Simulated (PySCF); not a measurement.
**Sc: excitation energy**

Sc [Ar] 3d1 4s2 (2D) → Sc [Ar] 3d1 4s1 4p1 (high-spin determinant), as a difference of total energies. All numbers are calculated (PySCF 2.14, the non-relativistic Hamiltonian (point nucleus), in def2-TZVPPD). Correlated levels: valence: [Ar] frozen. The calculations carry no spin-orbit coupling.

| method | excitation energy (eV) |
| --- | --- |
| UHF | 0.919 |
| MP2 (valence) | 1.551 |
| SCS-MP2 (valence) | 1.742 |
| CCSD (valence) | 1.737 |
| CCSD(T) (valence) | 1.762 |

Problem. How much does correlation contribute at CCSD(T) (valence)?

Solution. 1.762 − (0.919) = 0.843 eV, measured against UHF.

A first-order spin-orbit estimate (lowest level to lowest level, LS coupling) adds -0.007 eV.

The determinant of the upper state mixes LS terms, which raises its energy above the lowest term, most at the Hartree-Fock and MP2 levels.
